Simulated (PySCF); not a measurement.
# How methods differ on the excitation energy of Fe²⁺

Fe²⁺ [Ar] 3d6 (5D) → Fe²⁺ [Ar] 3d5 4p1 (7P), as a difference of total energies. Computed with PySCF 2.14 in aug-cc-pwCVTZ-DK, with scalar relativity by spin-free X2C-1e. Correlated levels: valence: [Ar] frozen; valence and next inner shell: [Ne] frozen; nothing frozen. The calculations carry no spin-orbit coupling.

```csv
method,excitation energy (cm⁻¹)
UHF,68472
LDA,83406
PBE,82763
PBE0,81239
r2SCAN,79351
wB97M-V,83331
B97-3,83585
BP86,84115
MP2 (valence),79620
SCS-MP2 (valence),83329
MP2 (valence and next inner shell),81903
SCS-MP2 (valence and next inner shell),83540
MP2 (all electrons),82080
SCS-MP2 (all electrons),83590
```

A first-order spin-orbit estimate (lowest level to lowest level, LS coupling) adds 0.011 eV.
